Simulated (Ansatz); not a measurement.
H$_{6}$O$_{4}$SSi$_{2}$ (`O[SiH](O)S[SiH](O)O`), charge 0, multiplicity 1.

(1) Give a relaxed structure at PBE0-D4/def2-TZVP (Ansatz). (Estimate.)

Answers

(1) Computed: 
Z-matrix (Å, degrees):
```
Si
O 1 1.627
S 1 2.159 2 109.8
O 1 1.631 2 114.8 3 120.4
H 1 1.470 2 108.7 3 -122.7
H 2 0.966 1 119.8 3 -16.2
Si 3 2.126 1 99.3 2 -23.0
H 4 0.959 1 118.3 2 -68.0
O 7 1.634 3 107.7 1 176.5
O 7 1.649 3 112.0 1 58.4
H 7 1.474 3 111.8 1 -58.4
H 9 0.958 7 118.4 3 28.8
H 10 0.961 7 116.1 3 76.7
```
This is one stationary point; other conformers may exist.
